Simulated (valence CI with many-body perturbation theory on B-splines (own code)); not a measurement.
Xe32+: M1 decay

Calculated by configuration interaction combined with many-body perturbation theory (CI+MBPT): four valence electrons over a frozen Dirac-Fock core [Ar], radial functions for each j: 9 s, 9 p, 10 d, 8 f, 5 g, 3 h, 1 i, with the one-electron correlation potential Σ1 (screened to all orders), the two-electron term Σ2, the three-electron term Σ3, Breit, model QED; selected single and double excitations, second order for the rest (own B-spline code, finite nucleus).

The last digits are not significant, and no measured levels were compared; by estimate large intervals hold to a few tenths of a per cent, small ones and those within an open d or f shell to about a per cent. Only levels of the ground parity were solved; by the run's estimate the other parity begins above the list, which can be wrong where configurations are misplaced.

Lines 51 to 100 of 120 in falling wavelength, among levels below 809330 cm⁻¹, chosen from the decays that carry over 1 % of a level's rate. Wavelengths and rates use the calculated energies. S is in atomic units (e²a₀⁴ for E2 and M2, e²a₀⁶ for E3), for M1 in squared Bohr magnetons. Weak lines are less certain than strong ones. Lines between different terms over intervals too small for the method are left out, as are lines whose strength nearly cancels. The highest levels of a list are the least certain.

Levels are named by their leading jj configuration (3d3/2^4 stands for four electrons in 3d with j = 3/2), which in mixed levels can hold well under half, so a name can repeat and another be missing. Letters in brackets count levels of one name in rising energy.

```tsv
λ vac (Å)	Upper	Lower	Type	A (s⁻¹)	S (a.u.)
745.3	(3d3/2^2 3d5/2^2) J=0 [a]	(3d3/2^3 3d5/2) J=1	M1	9.04e+04	1.39e+00
707.4	(3d5/2^4) J=2	(3d3/2 3d5/2^3) J=1 [a]	M1	9.93e+03	6.52e-01
703.3	(3d3/2 3d5/2^3) J=6	(3d3/2^2 3d5/2^2) J=5	M1	1.83e+04	3.06e+00
685.4	(3d3/2^2 3d5/2^2) J=1	(3d3/2^3 3d5/2) J=2	M1	4.34e+04	1.55e+00
680.5	(3d3/2 3d5/2^3) J=3 [b]	(3d3/2^2 3d5/2^2) J=3 [b]	M1	1.79e+04	1.46e+00
678.4	(3d3/2 3d5/2^3) J=2 [a]	(3d3/2^2 3d5/2^2) J=3 [b]	M1	1.01e+04	5.83e-01
667.9	(3d3/2 3d5/2^3) J=3 [b]	(3d3/2^2 3d5/2^2) J=2 [b]	M1	9.66e+03	7.47e-01
666.2	(3d3/2^2 3d5/2^2) J=4 [b]	(3d3/2^3 3d5/2) J=3	M1	2.98e+03	2.94e-01
665.9	(3d3/2 3d5/2^3) J=2 [a]	(3d3/2^2 3d5/2^2) J=2 [b]	M1	4.72e+03	2.58e-01
653.1	(3d3/2^2 3d5/2^2) J=4 [c]	(3d3/2^2 3d5/2^2) J=5	M1	1.69e+03	1.57e-01
653.0	(3d3/2 3d5/2^3) J=3 [c]	(3d3/2 3d5/2^3) J=3 [a]	M1	5.16e+02	3.73e-02
649.6	(3d5/2^4) J=4	(3d3/2 3d5/2^3) J=3 [a]	M1	1.76e+04	1.61e+00
641.9	(3d3/2^2 3d5/2^2) J=4 [b]	(3d3/2^3 3d5/2) J=4	M1	2.22e+02	1.96e-02
637.3	(3d3/2 3d5/2^3) J=3 [b]	(3d3/2^2 3d5/2^2) J=4 [b]	M1	7.25e+03	4.87e-01
636.6	(3d3/2 3d5/2^3) J=1 [a]	(3d3/2^2 3d5/2^2) J=2 [a]	M1	3.06e+04	8.78e-01
635.8	(3d3/2^2 3d5/2^2) J=2 [b]	(3d3/2^3 3d5/2) J=3	M1	3.49e+02	1.66e-02
624.8	(3d3/2^2 3d5/2^2) J=3 [b]	(3d3/2^3 3d5/2) J=3	M1	1.38e+03	8.72e-02
618.7	(3d3/2^2 3d5/2^2) J=2 [d]	(3d3/2^2 3d5/2^2) J=1	M1	2.48e+03	1.09e-01
612.4	(3d3/2 3d5/2^3) J=3 [c]	(3d3/2^2 3d5/2^2) J=2 [c]	M1	1.02e+04	6.05e-01
606.5	(3d3/2^2 3d5/2^2) J=2 [a]	(3d3/2^3 3d5/2) J=1	M1	3.38e+04	1.40e+00
604.7	(3d3/2 3d5/2^3) J=0	(3d3/2^2 3d5/2^2) J=1	M1	5.98e+04	4.90e-01
603.4	(3d3/2^2 3d5/2^2) J=3 [b]	(3d3/2^3 3d5/2) J=4	M1	2.03e+04	1.16e+00
595.4	(3d3/2 3d5/2^3) J=1 [b]	(3d3/2^2 3d5/2^2) J=2 [c]	M1	1.59e+04	3.74e-01
594.2	(3d5/2^4) J=2	(3d3/2 3d5/2^3) J=3 [a]	M1	1.67e+04	6.50e-01
583.1	(3d3/2 3d5/2^3) J=5	(3d3/2^2 3d5/2^2) J=4 [a]	M1	4.55e+03	3.68e-01
581.5	(3d3/2^2 3d5/2^2) J=4 [c]	(3d3/2^2 3d5/2^2) J=3 [a]	M1	1.09e+04	7.13e-01
560.3	(3d5/2^4) J=2	(3d3/2^2 3d5/2^2) J=2 [c]	M1	1.45e+04	4.74e-01
554.7	(3d3/2 3d5/2^3) J=3 [c]	(3d3/2 3d5/2^3) J=4 [a]	M1	6.57e+03	2.91e-01
552.2	(3d5/2^4) J=4	(3d3/2 3d5/2^3) J=4 [a]	M1	5.88e+04	3.30e+00
551.6	(3d3/2^2 3d5/2^2) J=2 [b]	(3d3/2^3 3d5/2) J=2	M1	1.90e+03	5.93e-02
543.3	(3d3/2^2 3d5/2^2) J=3 [b]	(3d3/2^3 3d5/2) J=2	M1	1.44e+03	5.98e-02
538.9	(3d3/2 3d5/2^3) J=2 [a]	(3d3/2^2 3d5/2^2) J=1	M1	1.43e+04	4.14e-01
532.4	(3d3/2 3d5/2^3) J=1 [a]	(3d3/2^2 3d5/2^2) J=0 [a]	M1	4.13e+04	6.93e-01
527.2	(3d3/2^2 3d5/2^2) J=2 [d]	(3d3/2^2 3d5/2^2) J=3 [a]	M1	2.64e+03	7.17e-02
526.5	(3d3/2^2 3d5/2^2) J=2 [d]	(3d3/2^2 3d5/2^2) J=2 [a]	M1	5.68e+02	1.54e-02
522.8	(3d3/2^2 3d5/2^2) J=4 [c]	(3d3/2^2 3d5/2^2) J=4 [a]	M1	1.35e+04	6.42e-01
508.6	(3d3/2 3d5/2^3) J=4 [a]	(3d3/2^3 3d5/2) J=3	M1	1.02e+04	4.49e-01
494.3	(3d3/2 3d5/2^3) J=4 [a]	(3d3/2^3 3d5/2) J=4	M1	6.00e+02	2.42e-02
469.2	(3d3/2 3d5/2^3) J=3 [b]	(3d3/2^2 3d5/2^2) J=3 [a]	M1	6.84e+03	1.83e-01
468.6	(3d3/2 3d5/2^3) J=3 [b]	(3d3/2^2 3d5/2^2) J=2 [a]	M1	1.04e+03	2.77e-02
468.2	(3d3/2 3d5/2^3) J=2 [a]	(3d3/2^2 3d5/2^2) J=3 [a]	M1	2.26e+04	4.30e-01
468.2	(3d3/2^2 3d5/2^2) J=2 [c]	(3d3/2^3 3d5/2) J=3	M1	5.46e+04	1.04e+00
459.5	(3d5/2^4) J=4	(3d3/2^2 3d5/2^2) J=3 [b]	M1	5.73e+03	1.85e-01
446.9	(3d3/2 3d5/2^3) J=3 [a]	(3d3/2^3 3d5/2) J=3	M1	5.16e+03	1.19e-01
445.9	(3d3/2 3d5/2^3) J=1 [b]	(3d3/2^2 3d5/2^2) J=2 [b]	M1	1.57e+03	1.55e-02
440.9	(3d3/2 3d5/2^3) J=3 [c]	(3d3/2^2 3d5/2^2) J=4 [b]	M1	1.61e+03	3.58e-02
437.5	(3d3/2^2 3d5/2^2) J=2 [b]	(3d3/2^3 3d5/2) J=1	M1	4.20e+03	6.53e-02
431.0	(3d5/2^4) J=2	(3d3/2^2 3d5/2^2) J=3 [b]	M1	9.67e+03	1.44e-01
430.2	(3d3/2 3d5/2^3) J=3 [b]	(3d3/2^2 3d5/2^2) J=4 [a]	M1	9.03e+03	1.87e-01
420.9	(3d3/2^2 3d5/2^2) J=2 [c]	(3d3/2^3 3d5/2) J=2	M1	6.18e+03	8.54e-02
```
